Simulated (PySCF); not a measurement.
A structure optimised at B3LYP-D3(BJ)/def2-SVP, used in a PySCF frequency run:

```
Hf
I 1 2.6357
I 1 2.6357 2 108.50
I 1 2.6357 2 108.50 3 117.70
```
Charge +1, spin multiplicity 1.

Task: Write its SMILES, formula and point group.

Result: [I][Hf+]([I])[I], HfI3, C3v

Task: What are its rotational constants (standard atomic weights)?

Result: 0.39976, 0.39976, 0.21758 GHz
